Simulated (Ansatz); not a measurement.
Z-matrix (Å, degrees):
```
Si
N 1 1.691
Si 1 2.497 2 46.8
H 1 1.481 2 116.5 3 -118.6
H 1 1.479 2 118.9 3 101.5
H 1 1.590 2 93.6 3 -12.3
Si 2 1.714 1 135.5 3 160.0
H 3 1.537 1 82.0 2 109.4
H 7 1.488 2 109.1 1 -136.2
H 7 1.489 2 109.8 1 -15.7
H 7 1.488 2 111.9 1 104.2
```

Charge 0, multiplicity 1. The bonds changed during the relaxation, so this is another structure than the one it started from.

(1) List the ωB97M-V/def2-TZVPP orbital energies in eV (Ansatz 0.2.0). (Best estimate.)

## Answers

(1) Computed: Occupied: -1808.08, -1807.40, -1807.20, -394.15, -149.09, -148.30, -148.22, -103.25, -103.19, -103.16, -102.50, -102.38, -102.35, -102.33, -102.32, -102.30, -26.43, -19.37, -17.18, -16.50, -13.86, -13.73, -12.81, -12.26, -12.24, -11.40, -10.27, -8.37. Lowest empty: 0.31, 1.18, 1.98, 2.58, 2.86, 3.05, 3.36, 3.58.
